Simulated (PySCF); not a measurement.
PySCF input for Sn(F)(Cl)2(NH2) (Cl2FH2NSn), SMILES [NH2][Sn]([F])([Cl])[Cl], PBE-D3(BJ)/def2-SVP. The structure is a stationary point at PBE-D3(BJ)/def2-SVP. The structure was generated by enumeration; whether it is a known compound was not checked. The def2 effective core potentials stand for the cores of Sn; spin–orbit coupling is left out. Other conformers were not sampled.

```python
import numpy as np
from pyscf import gto, scf, dft, df
from pyscf.hessian import thermo

mol = gto.M(
    atom='''
    N     2.18647454   -0.22403426   -0.04560732
    Sn    0.15561752   -0.09638830    0.14927278
    F    -0.53446461   -0.88974373    1.79859328
    Cl   -0.49534975    2.15280948    0.19163447
    Cl   -0.87878145   -1.24761326   -1.60852855
    H     2.62588508    0.22603577    0.77236924
    H     2.45832886   -1.21902350   -0.01689689
    ''',
    basis='def2-SVP',
    ecp={'Sn': 'def2-svp'},
    charge=0,
    spin=0,
    max_memory=1600,
    verbose=3,
)
mf = dft.RKS(mol, xc='pbe').density_fit(auxbasis='def2-universal-jkfit')
mf.disp = 'd3bj'
mf.grids.level = 3
mf.conv_tol = 1e-11
mf.max_cycle = 100
mf.kernel()

# [left out here: the lines that compute and print the analytic Hessian (its translational invariance restored by hand, since the grid's response is missing), thermochemistry and intensities]
```

It prints:

```
converged SCF energy = -1289.6682604582

WARN: DFTD3 does not support analytical Hessian, using finite difference


WARN: Mole.unit (angstrom) is changed to Bohr

Mode                                 0                   1                   2
Irrep
Freq [cm^-1]                       20.2609             95.1118            133.7506
Reduced mass [au]                   1.2144             20.6082             10.8252
Force const [Dyne/A]                0.0003              0.1098              0.1141
Char temp [K]                      29.1509            136.8447            192.4373
Normal mode                   x     y     z       x     y     z       x     y     z
       0   N                -0.00 -0.04 -0.02   -0.02  0.03 -0.06   -0.04  0.05 -0.11
       1  Sn                 0.00  0.00  0.00   -0.02  0.01 -0.02   -0.03 -0.01  0.03
       2   F                 0.01  0.06  0.03   -0.05  0.02 -0.02    0.03 -0.03  0.05
       3  Cl                -0.03 -0.01  0.01    0.06  0.03  0.08    0.04  0.01 -0.05
       4  Cl                 0.03 -0.00 -0.02    0.04 -0.09  0.01    0.05  0.03 -0.04
       5   H                 0.03 -0.58  0.27    0.00  0.04 -0.08    0.02  0.08 -0.16
       6   H                -0.11 -0.08 -0.62   -0.00  0.04 -0.09    0.01  0.07 -0.14
Mode                                 3                   4                   5
Irrep
Freq [cm^-1]                      138.2853            151.5576            153.9552
Reduced mass [au]                   3.6712              9.8414              9.5438
Force const [Dyne/A]                0.0414              0.1332              0.1333
Char temp [K]                     198.9617            218.0576            221.5072
Normal mode                   x     y     z       x     y     z       x     y     z
       0   N                -0.02 -0.16 -0.08    0.01  0.08  0.05   -0.02 -0.06  0.10
       1  Sn                 0.00  0.01  0.00   -0.01 -0.03 -0.02   -0.03  0.01 -0.01
       2   F                 0.00  0.07  0.03    0.03  0.14  0.08    0.15 -0.04  0.03
       3  Cl                -0.05 -0.01  0.03    0.01 -0.03  0.04    0.02  0.03  0.01
       4  Cl                 0.04  0.01 -0.02   -0.01  0.01 -0.04    0.02 -0.03 -0.02
       5   H                 0.08  0.13 -0.29   -0.07  0.15  0.05   -0.07 -0.07  0.13
       6   H                -0.08 -0.17  0.29    0.09  0.10  0.10   -0.08 -0.07  0.15
Mode                                 6                   7                   8
Irrep
Freq [cm^-1]                      360.8596            388.7781            537.0424
Reduced mass [au]                  34.9175             41.5101              5.9083
Force const [Dyne/A]                2.6790              3.6966              1.0040
Char temp [K]                     519.1966            559.3651            772.6845
Normal mode                   x     y     z       x     y     z       x     y     z
       0   N                -0.04  0.00  0.01    0.00  0.00  0.00    0.23  0.01 -0.06
       1  Sn                -0.02  0.01 -0.02    0.00  0.04  0.02   -0.03  0.00 -0.00
       2   F                 0.01  0.01 -0.02   -0.00 -0.00 -0.00   -0.02 -0.01  0.03
       3  Cl                 0.03 -0.10 -0.00    0.03 -0.10 -0.00    0.00 -0.01  0.00
       4  Cl                 0.05  0.05  0.08   -0.04 -0.05 -0.07    0.00  0.00  0.01
       5   H                -0.03  0.01 -0.01    0.02  0.01 -0.02   -0.03 -0.15  0.18
       6   H                -0.03  0.01 -0.01   -0.02 -0.00  0.02   -0.02 -0.07  0.22
Mode                                 9                  10                  11
Irrep
Freq [cm^-1]                      608.2445            678.5652            874.5443
Reduced mass [au]                  19.7329              1.2507              1.0924
Force const [Dyne/A]                4.3013              0.3393              0.4922
Char temp [K]                     875.1284            976.3043           1258.2745
Normal mode                   x     y     z       x     y     z       x     y     z
       0   N                 0.03  0.00 -0.01    0.07 -0.05  0.07   -0.01 -0.06 -0.04
       1  Sn                -0.01 -0.01  0.03   -0.02  0.00 -0.00    0.00  0.01  0.00
       2   F                 0.07  0.08 -0.18    0.01  0.00 -0.00   -0.00 -0.00 -0.00
       3  Cl                -0.00  0.00 -0.00   -0.00 -0.00  0.00   -0.00  0.00 -0.00
       4  Cl                -0.00 -0.00 -0.00   -0.00 -0.00  0.00    0.00 -0.00  0.00
       5   H                -0.02 -0.03  0.04    0.50  0.19 -0.32   -0.63  0.11  0.21
       6   H                -0.02 -0.01  0.04    0.49  0.08 -0.38    0.66  0.12 -0.09
Mode                                12                  13                  14
Irrep
Freq [cm^-1]                     1476.4316           3386.8684           3491.0291
Reduced mass [au]                   1.0902              1.0498              1.0929
Force const [Dyne/A]                1.4002              7.0953              7.8479
Char temp [K]                    2124.2563           4872.9496           5022.8136
Normal mode                   x     y     z       x     y     z       x     y     z
       0   N                 0.06 -0.03  0.03    0.04 -0.02  0.04   -0.01 -0.07 -0.04
       1  Sn                -0.00 -0.00  0.00   -0.00 -0.00  0.00   -0.00 -0.00 -0.00
       2   F                -0.00  0.00 -0.00   -0.00 -0.00  0.00   -0.00 -0.00 -0.00
       3  Cl                 0.00 -0.00 -0.00   -0.00  0.00 -0.00   -0.00  0.00 -0.00
       4  Cl                 0.00  0.00  0.00   -0.00 -0.00 -0.00    0.00  0.00  0.00
       5   H                -0.38  0.55 -0.09   -0.29 -0.33 -0.53    0.29  0.29  0.53
       6   H                -0.46 -0.15 -0.47   -0.18  0.67  0.02   -0.18  0.65 -0.02
temperature 298.1500 [K]
pressure 101325.00 [Pa]
Rotational constants [GHz] 1.99343 1.38797 1.19711
Symmetry number 1
Zero-point energy (ZPE) 0.02847 [Eh]   74738.398 [J/mol]
                           tot       elec      trans        rot        vib
Entropy [J/mol/K]       401.159      0.000    176.273    121.183    103.702
Cv [J/mol/K]            101.467      0.000     12.472     12.472     76.524
Cp [J/mol/K]            109.782      0.000     20.786     12.472     76.524
Internal energy [J/mol]                      3718.434   3718.434  89088.737
Internal energy [Eh]   -1289.63150  -1289.66826
Enthalpy [J/mol]                             6197.391   3718.434  89088.737
Enthalpy [Eh]          -1289.63055
Gibbs free energy [J/mol]                  -46358.493 -32412.402  58169.988
Gibbs free energy [Eh] -1289.67611
mode   freq/cm-1   IR/(km/mol)
   1       20.26        25.137
   2       95.11         1.173
   3      133.75         2.396
   4      138.29        10.443
   5      151.56        14.219
   6      153.96        27.905
   7      360.86        19.759
   8      388.78        61.083
   9      537.04        55.866
  10      608.24        69.665
  11      678.57        60.598
  12      874.54        20.709
  13     1476.43        11.509
  14     3386.87        28.609
  15     3491.03        21.821
max |gradient| / (hartree/bohr): 0.0001972460733320524
APT charges: [-0.5941  1.8676 -0.6069 -0.4759 -0.4764  0.1429  0.1428]
```

Self-consistency was reached.
